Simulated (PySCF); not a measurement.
## Vibration and rotation of SbCl⁻

UHF-CCSD(T) constants of SbCl⁻, ²Π (doublet), unpaired electrons π ↑ (PySCF, scalar-relativistic core potentials, basis sets Sb def2-TZVPPD with ECP28, Cl def2-TZVPPD; masses 120.9038 and 34.9689 u):

```
ωe              : 280.1 cm⁻¹
ωexe            : 1.21 cm⁻¹
Be              : 0.1002 cm⁻¹
αe              : 0.000569 cm⁻¹
D (centrifugal) : 5.13e-08 cm⁻¹
De to Sb + Cl⁻  : 0.65 eV
```

(1) Give the vibrational terms G(v) and spacings up to v = 6.

A state of this spin cannot dissociate to the ground-state fragments, so its own limit lies higher than the one that De refers to.

Correlated steps freeze 9 core orbitals. These are scalar-relativistic numbers at best; spin–orbit coupling would shift them, the dissociation energy most. For an ion De counts to the pair picked by the measured ionisation energies or electron affinities, which need not be the lowest pair at this level. The state is the lowest determinant that a PBE0 search found; another state may lie lower at other levels.

## Answers

(1) G(v) = ωe(v+½) − ωexe(v+½)².

```csv
v,G(v) (cm⁻¹),G(v) − G(v−1),Bv (cm⁻¹)
0,139.7,,0.0999
1,417.4,277.7,0.0993
2,692.7,275.3,0.0988
3,965.5,272.8,0.0982
4,1235.9,270.4,0.0976
5,1503.9,268.0,0.0971
6,1769.5,265.6,0.0965
```
